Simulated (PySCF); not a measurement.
These 2 structures share the formula C2H10OSSi2. Method: PBE0-D3(BJ)/def2-SVP geometry optimisation, gas phase in PySCF 2.14.0. Energies are electronic, without zero-point or thermal terms, for one conformer each. No frequencies were run at this level. Point groups hold within 0.08 Å.

Question: Rank from lowest to highest electronic energy at this level (kcal/mol).
A. `[CH3:1][CH2:2][O:3][SiH2:4][S:5][SiH3:6]` with C1–C2–O3–Si4 -85°, C2–O3–Si4–S5 -56°, O3–Si4–S5–Si6 -51°
B. `[CH3:1][O:2][CH2:3][SiH2:4][S:5][SiH3:6]` with C1–O2–C3–Si4 173°, O2–C3–Si4–S5 -62°, C3–Si4–S5–Si6 55°

Answer: A (0.0), B (33.3).

As drawn, the lower has an Si–O bond, which the higher lacks; the higher has an Si–C bond, which the lower lacks.

```
          SMILES       E (Eh)  E rel (kcal/mol)  dipole (D)  point group      A, B, C (MHz)
CCO[SiH2]S[SiH3]  -1133.73475               0.0        1.23           C1  2883, 1048, 925.5
COC[SiH2]S[SiH3]  -1133.68162              33.3        2.91           C1  2180, 1410, 929.6
```

Question: How do the relative energies change in single points at PBE0/pcSseg-1 (no added dispersion term) on the same geometries?

Answer: 
```
          SMILES  PBE0-D3(BJ)/def2-SVP (kcal/mol)  PBE0/pcSseg-1 (kcal/mol)  shift
CCO[SiH2]S[SiH3]                              0.0                       0.0    0.0
COC[SiH2]S[SiH3]                             33.3                      33.2   -0.1
```

Each column counts from its own lowest isomer. The order is unchanged; the largest shift is 0.1 kcal/mol.
